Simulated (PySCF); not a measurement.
**Removing an electron from `BN([SiH3])[SiH2]Br`**

Species: BBrH7NSi2.
SMILES with atom numbers: `[BH2:1][N:2]([SiH3:3])[SiH2:4][Br:5]` (hydrogens: H6, H7 on B1; H8, H9, H10 on Si3; H11, H12 on Si4)

Cartesian coordinates in Å at the PBE0-D3(BJ)/def2-SVP level; atoms count from 1:
```xyz
12
BBrH7NSi2 angstrom
B     -0.029    1.691   -0.206
N      0.024    0.277   -0.116
Si     1.555   -0.555    0.250
Si    -1.465   -0.641   -0.284
Br    -2.163   -1.312    1.722
H     -1.089    2.237   -0.419
H      0.981    2.344   -0.071
H      2.660    0.437    0.172
H      1.488   -1.162    1.611
H      1.757   -1.649   -0.746
H     -1.197   -1.874   -1.072
H     -2.518    0.206   -0.894
```

Level: B3LYP/def2-SVPD (PySCF). Frontier orbitals with their largest atomic shares (Löwdin; up to four atoms above 4 %):

| orbital | ε (eV) | main atoms |
| --- | --- | --- |
| HOMO−3 | -8.86 | B1 28 %, Br5 17 %, H6 16 %, H7 14 % |
| HOMO−2 | -8.64 | N2 33 %, Si3 13 %, B1 12 %, Br5 10 % |
| HOMO−1 | -8.31 | Br5 73 %, N2 11 %, Si4 7 % |
| HOMO | -8.21 | ? |
| LUMO | -1.02 | B1 44 %, N2 18 %, H7 10 %, H6 9 % |
| LUMO+1 | -0.41 | Br5 32 %, Si4 26 %, H12 10 %, H11 9 % |
| LUMO+2 | -0.24 | Si3 27 %, Si4 17 %, Br5 8 %, H10 8 % |

Task: What vertical ionisation energy does ΔSCF give, and how far is −ε(HOMO) from it?

Result: ΔSCF: 10.24 eV (988 kJ/mol; threshold wavelength 121 nm); ⟨S²⟩ of the doublet left behind is 0.755, against 0.75 for a pure doublet. −ε(HOMO) is 8.21 eV, 2.03 eV below it. In exact Kohn–Sham theory the two would be equal; B3LYP (global hybrid, 20 % exact exchange) falls short of its own ΔSCF value by 20 %.

Task: On which atoms does the HOMO lie?

Result: Br5 (bromine bonded to Si) 73 %, Si4 (SiH2 silicon) 10 %, H11 (Si–H hydrogen) 4 %, so more than half of it is on one atom. The HOMO−1 lies 0.10 eV lower.

Task: How many of the 10 lowest singlet excitations (vertical TDDFT, same level) lie below the ionisation energy?

Result: All 10; they run from 6.23 to 7.42 eV.

Task: With α = 96.2 au, estimate the like-pair dispersion coefficient by London's formula C6 = (3/4)α²I.

Result: I = 0.3764 Eh, so C6 ≈ 2610 au, a rough estimate.

Task: What total energies stand behind the ΔSCF value?

Result: E(N) = -3236.58758 Eh and E(N − 1) = -3236.21113 Eh at the same geometry, 0.37645 Eh apart.

One conformer (not necessarily the lowest) at the PBE0-D3(BJ)/def2-SVP geometry, without solvent, vibrations or thermal averaging. The calculation is non-relativistic, for bromine too.
